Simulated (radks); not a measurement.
Results of a calculation; reference values are marked as such.
Task: Neutral caesium, [Xe] 6s1. Code: a radial shooting solver on a logarithmic mesh with Libxc functionals. Model: non-relativistic Kohn-Sham, PBE, spin-polarised, spherical densities, point nucleus. Every spin shell is full or empty, so the densities are truly spherical. Functionals are evaluated on that one density, not self-consistently. Rank these orbital-free kinetic functionals by their error against the exact value of the orbitals, and give that value: Thomas-Fermi, TF + vW/5, LC94, APBEK, Thakkar, LKT, PG1, DePristo-Kress, Ernzerhof.

Result: Exact: 7553.42 hartree. From best to worst, with 100 (|E| - |E exact|)/|E exact| (equal figures are ties): LC94 +0.05, APBEK +0.09, DePristo-Kress -0.13, Ernzerhof -0.43, Thakkar -0.63, TF + vW/5 +2.89, Thomas-Fermi -5.17, PG1 +14.48, LKT +18.47.
